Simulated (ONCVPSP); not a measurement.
## Ga (Z = 31), ONCV: configuration errors across variants

* Element: Ga (Z = 31)
* Generator: ONCVPSP 4.0.1
* Type: optimised norm-conserving Vanderbilt (ONCV)
* Functional: revPBE
* Relativity: scalar-relativistic
* Frozen core: [Ar]
* Valence charge: 13
* Reference configuration: 3d10 4s1.75 4p1.25
* Partial waves: 4s: rc 1.70 bohr, ncon 3, nbas 7, qcut 4 1/bohr, 2 projectors, debl 2.6 Ha; 4p: rc 2.85 bohr, ncon 4, nbas 7, qcut 2.9 1/bohr, 2 projectors, debl 3.2 Ha; 3d: rc 1.15 bohr, ncon 4, nbas 8, qcut 14.7 1/bohr, 2 projectors, debl 3.4 Ha
* Local potential: polynomial inside 1.05 bohr (lpopt 3, dvloc0 2 Ha)
* Core correction: polynomial model core, fcfact 0.4

All-electron excitation energies from the reference (eV): (1) 3d10 4s2 4p1 -1.599; (2) 3d10 4s2 4p0 4.024; (3) 3d10 4s1 4p0 25.006; (4) 3d10 4s1 4p2 4.915.

2 further variants failed, have other tests or too few solved ones, and are left out.

Errors AE − PS in meV (a dash: test not solved or not reliable):

```csv
change,(1),(2),(3),(4),bound ghosts,GHOST(+) flags above zero
base,+0.3,-1.8,-30,+2.9,none,s
s: qcut 2.8; p: qcut 2; d: qcut 10.1,-0.2,-2.6,-20,+3.1,none,s
s: qcut 3.3; p: qcut 2.4; d: qcut 12,+0.1,-2.2,-26,+3.5,none,s
s: qcut 4.5; p: qcut 3.3; d: qcut 16.6,+0.4,-1.5,-30,+2.2,none,s
```

Q: Give the same row for: s: qcut 3.9; p: qcut 2.8; d: qcut 14.2.

A: +0.3, -1.8, -30, +3.0; bound ghosts: none; GHOST(+) flags above zero: s.
